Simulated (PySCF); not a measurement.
# Reading the logs of faulty runs: CH9NSi2

All numbers below are calculated, not measured. The program is PySCF 2.14.0, an open-source quantum chemistry code, run on an isolated molecule that a program drew, which may never have been made. The molecule is CH9NSi2 (charge 0, singlet), drawn as the SMILES string `NC[SiH2][SiH3]`.

Each row is a Hartree-Fock (HF) and frozen-core CCSD(T) single point in the cc-pV(D+d)Z basis, meant for a local HF minimum. Run 1 is clean. Each other run has one planted mistake out of seven kinds, and not every kind appears here: one electron removed, one electron added, multiplicity raised by two, geometry at a saddle point, minimal basis STO-3G, one bond length entered in bohr, all coordinates scaled. The reference is restricted for singlets and unrestricted otherwise, and also for a bond in bohr. Adding or removing an electron swaps singlet and doublet. Electrons count all cores. HOMO and LUMO are orbital energies over both spins, the gradient is its largest component, and the lowest frequency (negative if imaginary) is given only where the gradient is small. Bond lengths are over the 12 bonds as drawn. T1 is the CCSD diagnostic: over 0.02 (restricted) or 0.045 (unrestricted) a single reference is doubtful.

Geometry of the clean run:
```xyz
13
CH9NSi2, angstrom
N    -3.1127   -0.9933   -0.2633
C    -2.2316    0.1284   -0.5813
Si   -0.4435   -0.4728   -0.7927
Si    0.9853    1.2775   -1.5063
H    -3.1815   -1.6175   -1.0494
H    -4.0479   -0.6676   -0.0848
H    -2.5422    0.7092   -1.4627
H    -2.2405    0.8265    0.2616
H     0.0613   -1.0305    0.4852
H    -0.4141   -1.5567   -1.8114
H     0.5406    1.8137   -2.8178
H     2.3778    0.7855   -1.6493
H     0.9803    2.3927   -0.5259
```

| run | electrons | basis functions | <S^2> | HOMO (eV) | LUMO (eV) | gradient (hartree/bohr) | lowest frequency (cm^-1) | mean bond (Å) | longest bond (Å) | T1 | HF (hartree) | CCSD(T) (hartree) | mistake |
|---|---|---|---|---|---|---|---|---|---|---|---|---|---|
| 1 | 50 | 119 | 0.000 | -10.35 | 3.69 | 1.9e-05 | 86 | 1.4467 | 2.369 | 0.0107 | -675.41808 | -676.02784 | no fault |
| 2 | 49 | 119 | 0.761 | -14.87 | -5.94 | 6.5e-02 | - | 1.4467 | 2.369 | 0.0334 | -675.11717 | -675.69409 | one electron removed |
| 3 | 50 | 119 | 0.964 | -8.90 | 1.23 | 6.5e-03 | - | 1.6224 | 4.478 | 0.0131 | -675.32695 | -675.91236 | one bond length entered in bohr |
| 4 | 50 | 37 | 0.000 | -8.22 | 10.63 | 3.2e-02 | - | 1.4467 | 2.369 | 0.0042 | -667.58911 | -667.83305 | minimal basis STO-3G |
| 5 | 50 | 119 | 2.010 | -2.48 | 0.58 | 5.8e-02 | - | 1.4467 | 2.369 | 0.0292 | -675.19096 | -675.78807 | multiplicity raised by two |
| 6 | 51 | 119 | 0.759 | 2.58 | 8.46 | 4.8e-02 | - | 1.4467 | 2.369 | 0.0173 | -675.30189 | -675.93335 | ? |

**Which mistake was planted in run 6, and what did it cost?**

It counts 51 electrons, one more than the clean run, at the same geometry and basis. So the mistake is: one electron added. Subtracting run 1 and multiplying by 627.51 kcal/mol a hartree, the energy moved by 72.9 kcal/mol in HF and 59.3 kcal/mol in CCSD(T).

Cautions from the logs. Run 6: the HOMO is above zero, so the electron isn't bound and the energy depends on the basis.
